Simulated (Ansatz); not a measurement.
Reactions of `CB(N)S`.

Program: Ansatz. Geometries: PBE0-D4/def2-TZVP. ΔE: electronic, gas phase. CCSD(T)/CBS is the MP2 limit (def2-TZVPP, def2-QZVPP) plus CCSD(T) − MP2 in def2-TZVPP, frozen cores. This one scheme is used for every species. Functionals use def2-TZVPP. For Ge outer-core shells are correlated without core-valence functions, which leaves a few kJ/mol of doubt a bond. Scalar relativity is left out up to krypton. One conformer a species, not always the lowest.

```csv
reaction,ωB97X-V (kcal/mol),HF/CBS(def2) (kcal/mol),B2PLYP (kcal/mol)
`CB(N)S` + `C[O][Ge]([OH])([O]C)[O]C` → `C[O][Ge]([O]C)([O]C)[O]C` + `NBS`,22.1,20.9,22.9
`CB(N)S` + H–F → `CB(N)F` + H₂S,-19.3,-24.7,-19.9
`CB(N)S` + `NC(F)S` → `CSC(N)F` + `NBS`,7.0,7.6,7.2
`CB(N)S` + `O[Si](F)([SiH3])Cl` → `NB(F)S` + `C[Si](O)([SiH3])Cl`,4.6,5.4,5.2
```

(1) Give the CCSD(T)/CBS values in the same order. (Estimate.)

Largest T1 diagnostic: 0.012, for `NBS`.

Answers

(1) Computed: 23.5, -17.1, 7.5, 5.7 kcal/mol.
